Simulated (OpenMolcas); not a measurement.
Computed levels of 3d in ions with 19 electrons, in cm-1 above ²D_3/2.

```json
{
 "Program": "OpenMolcas",
 "Method": "SS-CASPT2, IPEA 0.25 Eh, imaginary shift 0.1 Eh",
 "Basis": "ANO-RCC-VQZP",
 "Scalar Hamiltonian": "DKH2, point nucleus",
 "Spin-orbit coupling": "RASSI with atomic mean-field integrals over the reference wave functions, term energies averaged over their components"
}
```

Active space for each ion: 1 electron in 5 orbitals (3d); closed shells correlated by CASPT2: 3s 3p.

| Level | V4+ | Cr5+ | Fe7+ |
| --- | --- | --- | --- |
| ²D_5/2 | 596 | 909 | 1810 |

Task: Estimate ²D_5/2 for Mn6+ from its neighbours Cr5+ and Fe7+.

Result: ²D_5/2 is fine structure, which grows about as the fourth power of a screened charge, so the fourth roots are averaged: ((909^0.25 + 1810^0.25) / 2)^4 = 1302. The calculation gives 1300, so the estimate is off by +0.2 %; the measured value is 1350 (Corliss and Sugar, J. Phys. Chem. Ref. Data 6, 1253 (1977)).

CASPT2 breaks the degeneracy within a term, and the mean is taken; among the terms shown or strongly mixed into the levels shown the widest spread is 20 cm-1 (3d ²D, Fe7+). With one active electron, CASPT2 adds the correlation within the correlated inactive shells and between them and that electron, and leaves the splitting within a term as the reference gives it. Measured partners are found by configuration, term and J. A level has none where our copy of the source lacks it or the pairing is in doubt (some pairs that miss far off the trend of their configuration count as doubtful), and it then counts in no deviation. Only configurations of the active space appear.
